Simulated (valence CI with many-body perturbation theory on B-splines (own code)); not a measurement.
Results of a calculation; reference values are marked as such.
**Sn19+: what the settings do**

Method: configuration interaction combined with many-body perturbation theory (CI+MBPT): three valence electrons over a frozen Dirac-Fock core [Ar] 3d10, radial functions for each j: 6 s, 6 p, 5 d, 3 f, 1 g, with the one-electron correlation potential Σ1 (screened to all orders), the two-electron term Σ2, the three-electron term Σ3, Breit, model QED; selected single and double excitations, second order for the rest, scaled by the run's own slope (own B-spline code, finite nucleus).

No measured levels were compared; by estimate levels hold to about 250 cm⁻¹ or 0.2 % of their energy and the worst to 1 %, as in measured heavy ions of charge 2 to 7; those with d or f electrons hold less well.

The reference run has the lowest level 4s2.4p 2P°_1/2 and an ionisation energy of 538.630 eV. Its largest variational space holds 3064 state functions.

Names give the largest LS component (configuration and term), which can be under half, so a name can repeat, a term be missing and a line seem to break the LS rules; names also repeat where a configuration has a term twice. Letters in brackets count levels of one name in rising energy.

Changed runs:
A. correlating orbitals by l 3 3 3 2 1 → 1 5 3 3 2
B. scale of Σ1 1 → 0; highest l in the core sums 6 → 5
C. natural orbitals for correlation on → off
D. factor on the speed of light 1 → 1.1 (bad on purpose)

Excitation energies of the reference run in cm⁻¹, and shifts in cm⁻¹:

| Level | Reference | A | B | C | D |
| --- | --- | --- | --- | --- | --- |
| 4s2.4p 2P°_3/2 | 88427 | +4.7 | -757 | +2.2 | -16395 |
| 4s.4p2 4P_1/2 | 328857 | +1.0 | -262 | -326 | -7880 |
| 4s.4p2 4P_3/2 | 382340 | +12 | -842 | -487 | -20388 |
| 4s.4p2 4P_5/2 | 409849 | +4.9 | -945 | -321 | -22666 |
| 4s.4p2 2D_3/2 | 461202 | -12 | -960 | +128 | -21768 |
| 4s.4p2 2P_1/2 | 495064 | -26 | -855 | +498 | -17966 |
| 4s.4p2 2D_5/2 | 500092 | -0.6 | -1497 | -88 | -33389 |
| 4s.4p2 2S_1/2 | 583193 | -31 | -1621 | +725 | -34530 |
| 4s.4p2 2P_3/2 | 591243 | -19 | -1591 | +443 | -33817 |
| 4s2.4d 2D_3/2 | 714613 | -27 | -899 | +610 | -18629 |
| 4s2.4d 2D_5/2 | 729985 | -26 | -1090 | +596 | -21169 |
| 4p3 2P°_3/2 [a] | 820263 | -25 | -1057 | -31 | -24839 |
| Ionisation energy (eV) | 538.630 | +0.0026 | -1.403 | -0.051 | -2.285 |
